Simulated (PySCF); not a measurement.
**Dipole response of Ru⁺ (ruthenium, charge +1)**

[Kr] 4d7, high-spin 4F determinant. All numbers are calculated (PySCF 2.14, scalar relativity by spin-free X2C-1e, in x2c-TZVPPall with one added diffuse shell each of s, p, d, f type (9s7p7d3f1g, 95 functions)). Coupled (time-dependent) response in atomic units; α is the mean over directions.

| method | mean α (bohr³) | C₆ (like pair) | S(−4) |
| --- | --- | --- | --- |
| UHF | 13.39 | 83.83 | 71.38 |
| PBE | 16.32 | 104.5 | 127.1 |
| PBE0 | 15.21 | 96.66 | 102.8 |

S(−4) is the Cauchy moment in α(ω) = α(0) + S(−4) ω² + …

Spin-orbit coupling is absent.

α(iu) at PBE:

```json
{"u (hartree)": "0", "α(iu) (bohr³)": "16.32"}
{"u (hartree)": "0.0500", "α(iu) (bohr³)": "16.01"}
{"u (hartree)": "0.100", "α(iu) (bohr³)": "15.20"}
{"u (hartree)": "0.200", "α(iu) (bohr³)": "13.00"}
{"u (hartree)": "0.300", "α(iu) (bohr³)": "10.96"}
{"u (hartree)": "0.500", "α(iu) (bohr³)": "8.069"}
{"u (hartree)": "0.750", "α(iu) (bohr³)": "5.859"}
{"u (hartree)": "1.00", "α(iu) (bohr³)": "4.475"}
{"u (hartree)": "1.50", "α(iu) (bohr³)": "2.882"}
{"u (hartree)": "2.00", "α(iu) (bohr³)": "2.013"}
{"u (hartree)": "3.00", "α(iu) (bohr³)": "1.129"}
{"u (hartree)": "5.00", "α(iu) (bohr³)": "0.4925"}
```

A single London oscillator, α(iu) = α/(1 + u²/ω²), gives C₆ = (3/4) ω α². Matching the computed C₆ needs ω = 4 × 104.5 / (3 × 16.32²) = 0.523 hartree.

For an ion, C₆ is the dispersion term alone; charge-induced terms of lower order in 1/R come first.
